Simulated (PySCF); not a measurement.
Sn(OH)2(SiH3)2, SMILES [OH][Sn]([OH])([SiH3])[SiH3] (H8O2Si2Sn), PBE0/def2-SVP optimised geometry.

```
13

O     -0.54    -3.39     2.14
Sn    -1.36    -1.58     2.11
O     -0.47    -0.83     3.74
Si    -3.89    -1.87     2.53
Si    -0.49    -0.36     0.00
H      0.07    -3.46     2.89
H     -0.73     0.07     3.95
H     -4.10    -2.63     3.80
H     -4.51    -2.61     1.39
H     -4.54    -0.53     2.64
H     -0.99     1.05     0.00
H     -1.00    -1.05    -1.23
H      1.00    -0.36     0.00
```

Density from PBE0/def2-TZVP, def2 effective core potentials past Kr in PySCF 2.14.0 at that geometry. The core electrons that the potentials of Sn replace are not part of the density.

Minimum of the electron density along straight lines between bonded atoms, close to the bond critical point (lines longer than 1.1 times the sum of covalent radii, or with two minima, are not listed):

```
bond     length / Å  ρ at the minimum / e bohr⁻³  ∇²ρ there / e bohr⁻⁵  position (fraction from the first atom)
-------  ----------  ---------------------------  --------------------  ---------------------------------------
O1–Sn2        1.990                        0.117                  0.44                                     0.49
Sn2–O3        2.000                        0.113                  0.43                                     0.51
Sn2–Si4       2.586                        0.074                 -0.06                                     0.51
Sn2–Si5       2.586                        0.074                 -0.06                                     0.51
O1–H6         0.966                        0.353                 -2.35                                     0.80
O3–H7         0.964                        0.356                 -2.36                                     0.80
Si4–H8        1.493                        0.119                  0.15                                     0.49
Si4–H9        1.494                        0.118                  0.15                                     0.49
Si4–H10       1.496                        0.117                  0.15                                     0.49
Si5–H11       1.496                        0.117                  0.15                                     0.49
Si5–H12       1.494                        0.118                  0.15                                     0.49
Si5–H13       1.493                        0.119                  0.15                                     0.49
```
